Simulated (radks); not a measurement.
The rhodium ion Rh2+ inside a hard spherical wall (all orbitals vanish at R), configuration held at [Kr] 4d7 and not refilled when levels cross. All-electron calculation, scalar-relativistic Kohn-Sham, r2SCAN, spin-polarised, spherical densities, finite nucleus; open shells are filled with parallel spins first (spin-orbit coupling, left out, can overturn this in heavy ions); meta-GGA in the generalised Kohn-Sham scheme; Fermi nuclear charge, rms radius 4.4945 fm. Program: a radial shooting solver on a logarithmic mesh with Libxc functionals. Eigenvalues in eV for spin up, with the zero of energy where the potential of the charges vanishes at infinity; a dash marks a level that is unbound or too diffuse for the functional's potential to be trusted. A positive occupied level is held by the wall or, in an anion where self-interaction has pushed it up, behind a barrier. The pressure on the wall is -dE/dV.

R (bohr)  E (hartree)  kinetic (hartree)    e(3d)    e(4s)    e(4p)    e(4d)  e(5s, empty)  e(5p, empty)  pressure (GPa)
free      -4783.78183           4954.476  -324.87  -106.94  -74.004  -27.049       -19.526       -13.265               0
20        -4783.78183           4954.476  -324.87  -106.94  -74.004  -27.049       -19.526       -13.265        < 0.0001
15        -4783.78183           4954.476  -324.87  -106.94  -74.004  -27.049       -19.526       -13.265        < 0.0001
12        -4783.78183           4954.476  -324.87  -106.94  -74.004  -27.049       -19.526       -13.265        < 0.0001
7         -4783.78179           4954.477  -324.86  -106.93  -74.001  -27.046       -19.507       -13.140         0.00479
6         -4783.78138           4954.482  -324.84  -106.91  -73.980  -27.027       -19.407       -12.790          0.0681
4         -4783.73852           4954.815  -323.61  -105.87  -72.987  -26.048       -16.110        -6.928            14.2
3.5       -4783.64851           4955.385  -321.89  -104.50  -71.689  -24.664       -11.879        -0.835            57.5
2         -4778.22407           4980.867  -284.19  -78.020  -44.168    9.495        88.559        115.32            9330
1.5       -4758.00871           5055.675  -218.56  -21.491   18.595   84.001        297.49        333.65           87500
